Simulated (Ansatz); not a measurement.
Basis-set extrapolation for C₂H₇BS₂ (PBE0-D4/def2-TZVP geometry, frozen core, Ansatz). Multiplicity 1, RHF reference.

|  | def2-TZVPP | def2-QZVPP |
| --- | --- | --- |
| HF | -899.628599 | -899.655948 |
| MP2 correlation | -0.826688 | -0.887735 |
| CCSD(T) correlation | -0.924698 | not run |

Energies in hartree. Use E(X) = E(∞) + A·exp(−7.88·√X) for Hartree–Fock and E(X) = E(∞) + B·X^(−2.97) for correlation, with X = 3 and 4, and add CCSD(T) minus MP2 of the smaller set to the MP2 limit.

**Question.** What is the CCSD(T) energy at the basis-set limit?

**Answer.** HF limit: -899.655948 + (-0.027349) × 0.13774 = -899.65972. MP2 limit: -0.887735 + (-0.061047) × 0.74074 = -0.93295. Higher-order term: -0.924698 − (-0.826688) = -0.09801. Total: -900.69068 hartree, 3.74 eV below CCSD(T)/def2-TZVPP.
